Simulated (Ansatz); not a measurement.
Program: Ansatz. Geometries: PBE0-D4/def2-TZVP. ΔE: electronic, gas phase. CCSD(T)/CBS is the MP2 limit (def2-TZVPP, def2-QZVPP) plus CCSD(T) − MP2 in def2-TZVPP, frozen cores. This one scheme is used for every species, atoms too. DFT in def2-TZVPP. B3LYP here is the variant with VWN-RPA as its local correlation; programs differ in this. HSE06 is defined as in plane-wave codes. No spin–orbit coupling; open shells (•) take unrestricted orbitals. Spin–orbit coupling would lower the free atoms: a little for C; clearly for Ge. Bonds to Ge are less sure, by a few kJ/mol each and by 10 to 20 or more in all where they break to atoms, as the def2 sets lack core-valence functions. Scalar relativity is left out up to krypton.

Reaction (atomization): `[CH3][GeH]([CH3])[C]#N` → 3 C• + Ge• + 7 H• + N•

```
             level  ΔE (eV)  difference from CCSD(T)/CBS
       LDA (SPW92)    54.45                         6.38
            PBE-D4    48.94                         0.87
         revPBE-D4    47.79                        -0.28
           BLYP-D4    47.96                        -0.11
            B97M-V    48.11                         0.04
           PBE0-D4    48.07                         0.00
          B3LYP-D4    47.99                        -0.08
        r2SCANh-D4    47.67                        -0.40
        r2SCAN0-D4    47.24                        -0.83
          HSE06-D4    48.10                         0.03
          BHLYP-D4    46.62                        -1.45
      CAM-B3LYP-D4    48.15                         0.08
           ωB97X-V    48.17                         0.10
           ωB97M-V    48.06                        -0.01
            B2PLYP    47.67                        -0.40
               PBE    48.70                         0.63
            revPBE    47.11                        -0.96
            r2SCAN    47.91                        -0.16
              PBE0    47.87                        -0.20
             B3LYP    47.61                        -0.46
           r2SCANh    47.61                        -0.46
           r2SCAN0    47.17                        -0.90
             HSE06    47.91                        -0.16
             BHLYP    46.32                        -1.75
         CAM-B3LYP    47.94                        -0.13
           LC-ωPBE    47.84                        -0.23
       HF/def2-SVP    35.10                       -12.97
      MP2/def2-SVP    46.16                        -1.91
     CCSD/def2-SVP    45.07                        -3.00
  CCSD(T)/def2-SVP    45.62                        -2.45
    MP2/def2-TZVPP    47.75                        -0.32
SCS-MP2/def2-TZVPP    47.67                        -0.40
   CCSD/def2-TZVPP    46.30                        -1.77
CCSD(T)/def2-TZVPP    47.07                        -1.00
     HF/def2-QZVPP    34.83                       -13.24
    MP2/def2-QZVPP    48.33                         0.26
SCS-MP2/def2-QZVPP    48.37                         0.30
      HF/CBS(def2)    34.83                       -13.24
     MP2/CBS(def2)    48.76                         0.69
    CCSD/CBS(def2)    47.31                        -0.76
       CCSD(T)/CBS    48.07                            0
```

Largest T1 diagnostic among the species: 0.011.

At CCSD(T), def2-SVP lies −2.45 eV from the extrapolated value and def2-TZVPP −1.00 eV: correlation converges slowly with the basis, and small sets miss more of it in the bonded molecule than in its fragments. From BLYP to BHLYP (50 % exact exchange), in def2-TZVPP and without D4, ΔE moves by −1.14 eV: exact exchange takes away binding that semilocal exchange gives to molecules. Leaving LDA and LC-ωPBE aside and taking each functional with its dispersion term where it has one, the values spread over 2.32 eV, from BHLYP-D4 to PBE-D4. LDA lies +5.74 eV from PBE without D4, its usual overbinding.

For atomizations the MP2-based limit and the directly extrapolated one differ by several kJ/mol either way, and by 10 to 25 for some Ge, Se and Sn compounds, so smaller differences from it don't rank the levels.
